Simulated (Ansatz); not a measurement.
H6OSSi2 (`O[SiH2]S[SiH3]`). Total charge 0; spin multiplicity 1.

```xyz
10

O     1.470    1.029   -0.805
Si    0.665   -0.317   -1.292
S    -0.002   -1.514    0.342
Si   -1.144   -0.014    1.357
H     2.222    0.907   -0.223
H    -0.476    0.197   -2.079
H     1.516   -1.234   -2.090
H    -2.126   -0.729    2.207
H    -0.278    0.833    2.213
H    -1.846    0.844    0.369
```

Give the diagnostics of a CCSD(T)/def2-TZVPP run (frozen core, Ansatz 0.2.0). (An estimate is asked.)

Computed: T1 = 0.0115, largest single amplitude 0.014, largest double 0.015, (T) share of the correlation energy 3.7 %, 9 CCSD cycles. The RHF solution is stable towards an unrestricted one. T1 lies under the customary mark of 0.02 for closed shells.
